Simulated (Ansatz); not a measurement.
`OB(O[SiH3])O[SiH3]` + `[F][InH][SH]` → `FB(O[SiH3])O[SiH3]` + `[OH][InH][SH]`  (redistribution)

Calculated with Ansatz (gas phase, PBE0-D4/def2-TZVP geometries, no zero-point term in ΔE). CCSD(T)/CBS adds triple-zeta CCSD(T) − MP2 to the extrapolated MP2 energy (def2 sets, frozen cores). DFT in def2-TZVPP. B3LYP here is the variant with VWN-RPA as its local correlation; programs differ in this. def2 core potentials past Kr. For In outer-core shells are correlated without core-valence functions, which leaves a few kJ/mol of doubt a bond. One conformer a species, not always the lowest.

| level | ΔE (kcal/mol) | difference from CCSD(T)/CBS |
| --- | --- | --- |
| r2SCAN-D4 | 6.6 | 0.9 |
| PBE0-D4 | 6.8 | 1.1 |
| B3LYP-D4 | 6.8 | 1.1 |
| ωB97M-V | 6.6 | 0.9 |
| r2SCAN | 6.5 | 0.8 |
| PBE0 | 6.4 | 0.7 |
| B3LYP | 6.1 | 0.4 |
| HF/def2-QZVPP | 6.5 | 0.8 |
| MP2/CBS(def2) | 5.3 | -0.4 |
| CCSD/CBS(def2) | 5.7 | 0.0 |
| CCSD(T)/CBS | 5.7 | 0 |

Largest T1 diagnostic among the species: 0.016.

In def2-TZVPP, CCSD(T) changes the Hartree–Fock value by −1.0 kcal/mol (the triples alone add −0.1 kcal/mol) and MP2 by −1.3 kcal/mol.

CCSD(T)/CBS has its own doubt, a few kJ/mol and more with outer-core shells, so smaller differences from it don't rank the levels.
